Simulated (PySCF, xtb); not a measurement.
C2H7FSn, SMILES [CH3][SnH]([F])[CH3].

Harmonic wavenumbers (cm⁻¹) from GFN2-xTB run with xtb at its own minimum, in rising order: 49, 56, 110, 126, 131, 386, 448, 474, 476, 510, 711, 735, 748, 760, 1240, 1243, 1427, 1429, 1432, 1435, 1514, 3024, 3029, 3042, 3044, 3048, 3051.

Question: What does B3LYP-D3(BJ)/def2-SVP (PySCF 2.14.0) give at its own minimum? (The exact figures need the calculation; the answer reports its results.)

Answer: 46, 51, 124, 151, 155, 494, 508, 531, 583, 609, 717, 763, 780, 788, 1211, 1216, 1429, 1432, 1434, 1439, 1886, 3046, 3046, 3150, 3151, 3161, 3161. Paired by order, the mean absolute difference is 56 cm⁻¹ and the zero-point energies are 48.1 and 50.1 kcal/mol.
